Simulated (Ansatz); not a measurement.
Name a neutral molecule of Al, B, F, O, Si and H with LUMO energy (B3LYP/def2-TZVPP) between -2.25 and -1.95 eV and size of the dipole moment (ωB97M-V/def2-TZVPP) between 1.25 and 1.55 D (Ansatz, PBE0-D4/def2-TZVP geometry).

`O[B](O[SiH3])[AlH][F]` (-2.18 eV, 1.48 D). Other molecules can fit too; these were computed, each in one conformer that needn't be the lowest.

B3LYP here is the variant with VWN-RPA as its local correlation; programs differ in this.
